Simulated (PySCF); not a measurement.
# Core-level binding energies of `C#[C][GeH2][SH]`

Compound: C2H4GeS.
Structure used (PBE0-D3(BJ)/def2-SVP), in Å, numbered top down from 1:
```xyz
8
C2H4GeS angstrom
C      2.064    0.375   -0.061
C      0.943   -0.097   -0.078
Ge    -0.816   -0.815   -0.082
S     -2.268    0.735   -0.743
H      3.055    0.794   -0.053
H     -1.141   -1.311    1.334
H     -0.921   -1.938   -1.119
H     -1.924    1.611    0.226
```

Computed with delta-SCF UKS SCAN, pcX-2 on the ionised atom, pcseg-1 elsewhere, spin-free X2C (PySCF). Vertical ΔSCF values, vacuum level as zero.

What binding energy does each computed site have?

```json
{"atom(s)": "S4", "bonded to": "H and Ge", "level": "S 1s", "binding energy (eV)": "2477.09", "above the level's lowest (eV)": "0.00", "count": "1"}
{"atom(s)": "C1", "bonded to": "C (triple bond) and H", "level": "C 1s", "binding energy (eV)": "290.56", "above the level's lowest (eV)": "+0.11", "count": "1"}
{"atom(s)": "C2", "bonded to": "C (triple bond) and Ge", "level": "C 1s", "binding energy (eV)": "290.45", "above the level's lowest (eV)": "0.00", "count": "1"}
```

The 2 C 1s values lie within 0.11 eV of each other; Gaussian lines of 0.5 eV full width would blend them into one maximum.

Which photon wavelength matches the S 1s of S4 threshold?

λ = hc/E = 12398.42 eV Å / 2477.09 eV = 5.005 Å.

Not every level is listed. Spin contamination (⟨S²⟩ against 0.75 for a pure doublet) is marked for C 1s of C1 (0.85) and C 1s of C2 (0.87), which makes these values less certain. No level of germanium is listed. The structure is a single PBE0-D3(BJ)/def2-SVP conformer in the gas phase; no vibrational or solvent corrections.
